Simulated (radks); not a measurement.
Values are calculated unless marked as measured or tabulated.
Charge is removed step by step from the 3s up level of Sc10+, starting from [Ne] 3s(up 1, down 0). Level of theory: non-relativistic Kohn-Sham, LDA (Slater exchange, Perdew-Wang correlation), spin-polarised, spherical densities, point nucleus (a radial shooting solver on a logarithmic mesh with Libxc functionals).

\begin{tabular}{lrrr}
removed (e) & E - E(0) (eV) & eigenvalue (eV) & E minus straight line (eV) \\ \hline
0 & 0.000 & -239.04 & 0.000 \\
0.125 & 30.054 & -241.81 & -1.139 \\
0.25 & 60.452 & -244.55 & -1.933 \\
0.375 & 91.190 & -247.24 & -2.388 \\
0.5 & 122.26 & -249.87 & -2.511 \\
0.625 & 153.65 & -252.40 & -2.311 \\
0.75 & 185.35 & -254.78 & -1.803 \\
0.875 & 217.34 & -256.89 & -1.012 \\
1 & 249.54 & -257.95 & 0.000 \\
\end{tabular}

Removing the whole electron costs 249.54 eV by Delta-SCF, against 239.04 eV from minus the eigenvalue at the starting occupation. Slater's transition state (half an electron removed) gives 249.87 eV. Integrating minus the eigenvalue over the occupation (Janak's theorem) gives 249.53 eV. The mean slope of the eigenvalue, de/dn, is 18.9 eV per electron. Ionisation energy of Sc10+ in the NIST Atomic Spectra Database: 249.80 eV (semi-empirical).
